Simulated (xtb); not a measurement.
cyclobutane (C4H8), singlet, geometry from GFN2-xTB, atoms displaced at random by about 0.02 Å a coordinate; GFN2-xTB run with xtb.

Here is a job for xtb.
```
$ xtb mol.xyz --gfn 2 --opt sloppy --json

# file mol.xyz
12

C      0.01163773     1.05375393     0.02864239
C      0.00601979    -1.09002371     0.08035099
C     -1.10081243    -0.01792664    -0.05871203
C      1.10634419    -0.00613916    -0.06117663
H     -0.04449088     1.80710374    -0.72296931
H     -0.01782988     1.57771890     1.02172903
H      0.02158155    -1.86360032    -0.71852440
H     -0.00273844    -1.55176552     1.02939340
H     -1.88017645    -0.00425957     0.71991472
H     -1.61507435    -0.02350833    -1.01423328
H      1.87402777    -0.01998985     0.69245599
H      1.54840621     0.01264942    -1.08899968
```

Output, abridged:

```
   ID    Z sym.   atoms
    1    6 C      1-4
    2    1 H      5-12

           -------------------------------------------------
          |                Calculation Setup                |
           -------------------------------------------------

           -------------------------------------------------
          |                 G F N 2 - x T B                 |
           -------------------------------------------------

          ...................................................
          :                      SETUP                      :
          :.................................................:
          :  # basis functions                  24          :
          :  # atomic orbitals                  24          :
          :  # shells                           16          :
          :  # electrons                        24          :
          :  max. iterations                   250          :
          :  Hamiltonian                  GFN2-xTB          :
          :  restarted?                      false          :
          :  GBSA solvation                  false          :
          :  PC potential                    false          :
          :  electronic temp.          300.0000000     K    :
          :  accuracy                    1.0000000          :
          :  -> integral cutoff          0.2500000E+02      :
          :  -> integral neglect         0.1000000E-07      :
          :  -> SCF convergence          0.1000000E-05 Eh   :
          :  -> wf. convergence          0.1000000E-03 e    :
          :  Broyden damping             0.4000000          :
          :  net charge                          0          :
          :  unpaired electrons                  0          :
          ...................................................

 iter      E             dE          RMSdq      gap      omega  full diag
   1    -12.7713853 -0.127714E+02  0.270E+00   12.17       0.0  T
   2    -12.8026886 -0.313032E-01  0.164E+00   11.96       1.0  T
   3    -12.8029809 -0.292349E-03  0.824E-01   11.95       1.0  T
   4    -12.8030598 -0.788915E-04  0.816E-02   11.96       1.0  T
   5    -12.8030602 -0.381916E-06  0.353E-02   11.96       1.0  T
   6    -12.8030620 -0.184098E-05  0.165E-03   11.96      17.5  T
   7    -12.8030620 -0.109952E-07  0.761E-04   11.96      37.9  T
   8    -12.8030620 -0.669752E-09  0.293E-04   11.96      98.4  T

   *** convergence criteria satisfied after 8 iterations ***

         :::::::::::::::::::::::::::::::::::::::::::::::::::::
         ::                     SUMMARY                     ::
         :::::::::::::::::::::::::::::::::::::::::::::::::::::
         :: total energy             -12.619117521644 Eh    ::
         :: gradient norm              0.070118284741 Eh/a0 ::
         :: HOMO-LUMO gap             11.963241339416 eV    ::
         ::.................................................::
         :: SCC energy               -12.803059132036 Eh    ::
         :: -> isotropic ES            0.001863364754 Eh    ::
         :: -> anisotropic ES          0.003376171251 Eh    ::
         :: -> anisotropic XC          0.008659054300 Eh    ::
         :: -> dispersion             -0.005328958855 Eh    ::
         :: repulsion energy           0.183941610391 Eh    ::
         :: add. restraining           0.000000000000 Eh    ::
         :: total charge              -0.000000000000 e     ::
         :::::::::::::::::::::::::::::::::::::::::::::::::::::

      -----------------------------------------------------------
     |                   =====================                   |
     |                        A N C O P T                        |
     |                   =====================                   |
     |               Approximate Normal Coordinate               |
     |                Rational Function Optimizer                |
      -----------------------------------------------------------
[...]
 * total energy  :   -12.6191175 Eh     change       -0.7070966E-10 Eh
 * total energy  :   -12.6232615 Eh     change       -0.4143996E-02 Eh
 * total energy  :   -12.6236599 Eh     change       -0.3983987E-03 Eh
 * total energy  :   -12.6236767 Eh     change       -0.1682759E-04 Eh
   *** GEOMETRY OPTIMIZATION CONVERGED AFTER 4 ITERATIONS ***
         :: total energy             -12.623676743946 Eh    ::
[...]
        15                          0.0858956               2.3373
        16                          0.0878751               2.3912
        17                          0.1543250               4.1994
        18                          0.1569359               4.2704
        19                          0.2094740               5.7001
        20                          0.2095144               5.7012
        21                          0.2380325               6.4772
        22                          0.2381521               6.4804
        23                          0.3828835              10.4188
        24                          0.3849959              10.4763
      -------------------------------------------------------------
                  HL-Gap            0.4606187 Eh           12.5341 eV
             Fermi-level           -0.1822437 Eh           -4.9591 eV

     #   Z          covCN         q      C6AA      α(0)
     1   6 C        3.985    -0.057    21.517     6.590
     2   6 C        3.985    -0.057    21.520     6.591
     3   6 C        3.985    -0.057    21.518     6.590
     4   6 C        3.985    -0.057    21.518     6.590
     5   1 H        0.925     0.026     2.644     2.543
     6   1 H        0.925     0.031     2.576     2.510
     7   1 H        0.925     0.026     2.641     2.541
     8   1 H        0.925     0.031     2.575     2.509
     9   1 H        0.925     0.026     2.642     2.542
    10   1 H        0.925     0.031     2.575     2.510
    11   1 H        0.925     0.026     2.643     2.542
    12   1 H        0.925     0.031     2.576     2.510

 Mol. C6AA /au·bohr⁶  :        987.652311
 Mol. C8AA /au·bohr⁸  :      20883.512990
 Mol. α(0) /au        :         46.568426

Wiberg/Mayer (AO) data.
largest (>0.10) Wiberg bond orders for each atom

 ---------------------------------------------------------------------------
     #   Z sym  total        # sym  WBO       # sym  WBO       # sym  WBO
 ---------------------------------------------------------------------------
     1   6 C    3.993 --     4 C    1.007     3 C    1.007     5 H    0.984
                             6 H    0.984
     2   6 C    3.993 --     4 C    1.007     3 C    1.007     7 H    0.984
                             8 H    0.984
     3   6 C    3.993 --     1 C    1.007     2 C    1.007     9 H    0.984
                            10 H    0.984
     4   6 C    3.993 --     1 C    1.007     2 C    1.007    12 H    0.984
                            11 H    0.984
     5   1 H    0.999 --     1 C    0.984
     6   1 H    0.999 --     1 C    0.984
     7   1 H    0.999 --     2 C    0.984
     8   1 H    0.999 --     2 C    0.984
     9   1 H    0.999 --     3 C    0.984
    10   1 H    0.999 --     3 C    0.984
    11   1 H    0.999 --     4 C    0.984
    12   1 H    0.999 --     4 C    0.984
 ---------------------------------------------------------------------------

Topologies differ in total number of bonds
Writing topology from bond orders to xtbtopo.mol

molecular dipole:
                 x           y           z       tot (Debye)
 q only:       -0.000      -0.001       0.000
   full:       -0.000      -0.000      -0.000       0.001
molecular quadrupole (traceless):
                xx          xy          yy          xz          yz          zz
 q only:        0.021       0.000       0.023      -0.002       0.001      -0.044
  q+dip:       -0.889       0.002      -0.891       0.027       0.022       1.780
   full:       -0.501       0.002      -0.502       0.014       0.013       1.003

optimized geometry written to: xtbopt.xyz

           -------------------------------------------------
          | TOTAL ENERGY              -12.623676743946 Eh   |
          | GRADIENT NORM               0.000825028222 Eh/α |
          | HOMO-LUMO GAP              12.534071933772 eV   |
           -------------------------------------------------

normal termination of xtb
```
